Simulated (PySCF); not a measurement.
**Heteronuclear NMR**

Mapped SMILES: `[CH3:1][C:2]#[C:3][CH:4]1[CH2:5][SiH2:6][CH2:7]1`. Hydrogens are named by the atom that carries them. Ha(C5), Ha(Si6), Ha(C7) are cis to C3 on the ring; Hb(C5), Hb(Si6), Hb(C7) are trans to C3 on the ring.

Calculated, not measured (PySCF 2.14): geometry from GFN2-xTB, NMR shieldings at PBE0/pcSseg-1/GIAO. Non-relativistic Hamiltonian, averaged over atoms made equivalent by symmetry, fast rotation or ring inversion, a single conformation, gas phase.

Q: Where does ²⁹Si resonate?

A: 
```csv
atoms,environment,σ (ppm),δ (ppm)
Si6,"silicon bonded to 2 C, 2 H, in a 4-membered ring",392.5,-42.7
```

Shieldings were converted by a linear fit to measured shifts: ²⁹Si (scatter 8.9 ppm rms, 25.8 ppm with the 6 outliers that the fit left out vs TMS, solution or neat liquid). Occasional misses reach two or three times the rms, and more in compound classes unlike the fitted ones.

On a 300 MHz spectrometer ²⁹Si resonates near 59.6 MHz, so 1 ppm is 59.6 Hz.
